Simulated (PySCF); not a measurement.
C₂H₃AlBrF, SMILES C=[CH][Al]([F])[Br].

Geometry: B3LYP-D3(BJ)/def2-SVP. The structure was generated by enumeration; whether it is a known compound was not checked. The values are those of a single conformer.

Two levels are set side by side: TDA-PBE/def2-SVPD (PySCF) and TDA-CAM-B3LYP/def2-SVPD (PySCF). Vertical, same geometry. The lowest singlet is HOMO−1→LUMO 97 % with PBE and HOMO−3→LUMO 68 %, HOMO−1→LUMO 25 % with the other functional; states are paired by order. Differences are taken from unrounded values.

```tsv
quantity	TDA-CAM-B3LYP
lowest singlet excitation (eV)	5.95
lowest triplet excitation (TDA) (eV)	4.00
first bright state (f over 0.05) (eV)	6.60
its oscillator strength	0.17
```

Q: What does TDA-PBE give, and how far is it from TDA-CAM-B3LYP? (Estimate from the structure and the level; the computed values follow.)

A: 
```tsv
quantity	TDA-PBE	TDA-PBE minus TDA-CAM-B3LYP
lowest singlet excitation (eV)	4.94	-1.02
lowest triplet excitation (TDA) (eV)	4.07	0.07
first bright state (f over 0.05) (eV)	6.20	-0.40
its oscillator strength	0.10	-0.07
```

A lower first singlet is the usual sign of a functional without exact exchange. Differences between two approximate levels are no errors against the true value.

Rough cost on one machine, each run with all the roots and properties that it gave: TDA-CAM-B3LYP against TDA-PBE about 4 times.
